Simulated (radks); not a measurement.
Question: Ar XVI, 3 electrons, occupied as [He] 2s1. Calculated with a radial shooting solver on a logarithmic mesh with Libxc functionals: scalar-relativistic Kohn-Sham, PBEsol, spin-polarised, spherical densities, finite nucleus; open shells are filled with parallel spins first; Fermi nuclear charge, rms radius 3.4274 fm. Some entries of the table are withheld. Estimate them.

orbital  occ.  eigenvalue (eV)  <1/r> (bohr^-1)  <r> (bohr)
1s up       1              (1)            17.79     0.08500
1s down     1              (2)            17.79     0.08498
2s up       1        -892.5100            4.185      0.3562

Answer: 
(1) 1s up eigenvalue (eV): -3914.858
(2) 1s down eigenvalue (eV): -3910.337
